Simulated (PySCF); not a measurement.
# Ta⁺ (tantalum, charge +1) across methods

[Xe] 4f14 5d3 6s1, high-spin 5F determinant. Computed with PySCF 2.14 in aug-cc-pVTZ-PP with ECP60MDF (6s6p5d3f2g, 88 functions), with scalar relativity through the core potential.

```csv
method,E (hartree),mean ε 5p β (eV),mean ε 6s α (eV),mean ε 5d α (eV),Σ⟨r²⟩ (bohr²),⟨S²⟩
LDA,-56.8714,-44.887,-12.409,-11.556,40.86,6.000
TPSSh,-57.0182,-45.973,-12.314,-12.088,40.62,6.001
r2SCAN,-57.0641,-45.669,-12.372,-11.951,40.43,6.002
HSE06,-57.0199,-46.659,-12.470,-12.434,40.58,6.002
PBE,-57.0491,-44.916,-12.160,-11.586,40.69,6.001
PBE0,-57.0198,-47.065,-12.841,-12.851,40.53,6.002
LC-wPBE,-57.0414,-49.826,-14.909,-15.422,40.21,6.003
TPSS,-57.0283,-45.144,-12.039,-11.589,40.69,6.001
UHF,-56.53446,-52.458,-14.444,-16.116,40.92,6.006
```

Energies and moments cover only the electrons outside the core potential. Spin-orbit coupling, absent here, splits the open shell strongly.
